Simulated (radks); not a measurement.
The numbers below are computed, except where a source is named.
Task: Coherent X-ray form factor from a spherical all-electron density. Level of theory: scalar-relativistic Kohn-Sham, SCAN, spin-polarised, spherical densities, finite nucleus; meta-GGA in the generalised Kohn-Sham scheme; Fermi nuclear charge, rms radius of each element as measured or else 0.836 A^(1/3) + 0.57 fm (a radial shooting solver on a logarithmic mesh with Libxc functionals).

sin(theta)/lambda (1/angstrom)  f0 (electrons)
0.05                                    15.634
0.1                                     14.648
0.15                                    13.313
0.2                                     11.918
0.25                                    10.664
0.3                                      9.636
0.4                                      8.213
0.5                                      7.305
0.6                                      6.584
0.8                                      5.237
1                                        4.020
1.25                                     2.880
1.5                                      2.165
2                                        1.504

The species is in the configuration that NIST lists as its ground one. Which atom or ion scatters so?

Result: The chlorine ion Cl+, [Ne] 3s2 3p4. Extrapolating in s^2 from the first two rows gives f0(0) = 16.0, near the electron count 16; among species with that count, the fall with angle is slower the higher Z, and the table is that of Z = 17; from so few rows the species is fixed only to a neighbour or two.
